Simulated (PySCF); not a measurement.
## Working out the ionisation energy of F⁺

F⁺ [He] 2s2 2p4 (3P) → F²⁺ [He] 2s2 2p3 (4S). Calculation: PySCF 2.14, in x2c-SVPall (3s2p1d, 14 functions); the spin-free X2C one-electron Hamiltonian (Gaussian nucleus). Frozen: 1s2. Energies in hartree (1 hartree = 27.21139 eV):

```json
{"part": "UHF", "F⁺ (lower)": "-98.791002", "F²⁺ (upper)": "-97.559330"}
{"part": "CCSD correlation", "F⁺ (lower)": "-0.109145", "F²⁺ (upper)": "-0.078336"}
{"part": "(T)", "F⁺ (lower)": "-0.000824", "F²⁺ (upper)": "-0.000389"}
```

Task: What does Hartree-Fock give?

Result: (-97.559330) − (-98.791002) = 1.231672 hartree = 33.516 eV.

Task: What do CCSD and CCSD(T) give?

Result: The CCSD correlation energies differ by 0.030809 hartree = 0.838 eV and the triples by 0.000435 hartree = 0.012 eV, so CCSD gives 34.354 eV and CCSD(T) 34.366 eV.

Measured between the centres of the two terms (NIST): 34.950 eV, so CCSD(T) (valence) is off by -0.584 eV.

A double-zeta basis recovers only part of the correlation energy.

What remains against the reference includes basis incompleteness, the frozen core and higher excitations.
